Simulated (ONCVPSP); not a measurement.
## What one change does to a pseudopotential (gadolinium (Gd), ONCV)

| Property | Result |
| --- | --- |
| Element | Gd (Z = 64) |
| Generator | ONCVPSP 4.0.1 |
| Type | optimised norm-conserving Vanderbilt (ONCV) |
| Functional | PBEsol |
| Relativity | fully relativistic |
| Frozen core | [Kr] 4d10 |
| Valence charge | 18 |
| Reference configuration | 4f7 5s2 5p6 5d1 6s1.5 6p0.5 |
| Partial waves | 5s+6s: rc 1.80 bohr, ncon 4, nbas 8, qcut 6.7 1/bohr, 2 projectors; 5p+6p: rc 2.65 bohr, ncon 4, nbas 8, qcut 5.1 1/bohr, 2 projectors; 5d: rc 2.50 bohr, ncon 5, nbas 10, qcut 4.4 1/bohr, 3 projectors, debl 1 Ha; 4f: rc 1.10 bohr, ncon 4, nbas 9, qcut 16.9 1/bohr, 1 projector |
| Local potential | polynomial inside 0.90 bohr (lpopt 5, dvloc0 0 Ha) |
| Core correction | polynomial model core, fcfact 0.7 |

Open shells are filled in proportion to 2j + 1.

All-electron outer shells of the reference configuration (PBEsol, scalar-relativistic, ld1.x):

```csv
shell,level (eV),outermost node (bohr),outermost maximum (bohr)
4p,-276.75,0.29,0.54
4d,-148.26,0.27,0.56
5s,-50.44,0.65,1.20
5p,-27.94,0.70,1.35
4f,-9.40,–,0.56
6s,-4.53,1.60,3.37
5d,-3.08,0.79,1.95
6p,-1.63,1.92,4.50
```

Change: local potential polynomial inside 0.70 bohr (lpopt 2, dvloc0 0 Ha).

Cutoffs: the cutoffs (Ha) at which the residual kinetic energy of the hardest occupied pseudo-wave falls to 1 and 0.1 mHa per electron; they do not see the model core or the augmentation charge, which bear on the density cutoff. Errors are all-electron minus pseudo energies relative to the spin-unpolarised reference configuration.

Q: How do hardness, ghosts and transferability respond?

A: The potential gets neither clearly harder nor softer (114 Ha and 125 Ha → 114 Ha and 125 Ha); both files keep a bound ghost (p, s); the lowest positive-energy flag moves from d3/2 at 240.6 eV to p1/2 at 3.1 eV; the errors of the 3 common tests hardly move.

| quantity | base | changed |
| --- | --- | --- |
| cutoff, loose | 114 Ha | 114 Ha |
| cutoff, tight | 125 Ha | 125 Ha |
| bound ghosts | s, p3/2, p1/2 | s, p3/2 |
| GHOST(+) flags under 300 eV | d3/2 at 240.6 eV | p1/2 at 3.1 eV, d5/2 at 205.7 eV, d3/2 at 238.5 eV |
| tests counted as reliable (solved cleanly; for ONCVPSP, near-neutral configurations with less than one 5d electron left out) | 3 of 4 | 3 of 4 |
| error for 4f7 5s2 5p6 5d1 6s2 6p0, meV [ΔE -1.43 eV] | -0.1 | -0.1 |
| error for 4f7 5s2 5p6 5d1 6s1 6p0, meV [ΔE 5.25 eV] | +0.1 | +0.1 |
| error for 4f7 5s2 5p6 5d1 6s0 6p0, meV [ΔE 17.29 eV] | +0.3 | +0.2 |
| s: phases at 1.83 bohr within 0.05 rad from the reference energy up to (Ha; the scan ends near 5) | to the end of the scan | to the end of the scan |
| p3/2: phases at 2.69 bohr within 0.05 rad from the reference energy up to (Ha; the scan ends near 5) | 4.1 | 4.2 |
| p1/2: phases at 2.69 bohr within 0.05 rad from the reference energy up to (Ha; the scan ends near 5) | 4.0 | 4.2 |
| d5/2: phases at 2.55 bohr within 0.05 rad from the reference energy up to (Ha; the scan ends near 5) | to the end of the scan | to the end of the scan |
| d3/2: phases at 2.55 bohr within 0.05 rad from the reference energy up to (Ha; the scan ends near 5) | to the end of the scan | to the end of the scan |
| f7/2: phases at 1.11 bohr within 0.05 rad from the reference energy up to (Ha; the scan ends near 5) | 3.1 | 3.2 |
| f5/2: phases at 1.11 bohr within 0.05 rad from the reference energy up to (Ha; the scan ends near 5) | 3.0 | 3.1 |
| rms error of d²Exc/dni dnj with the model core, mHa | 2.37 | 2.36 |

 A true bound ghost makes a file unfit for plane-wave use even where its test errors are small: the radial tests pick states by their node count and pass the ghost by.
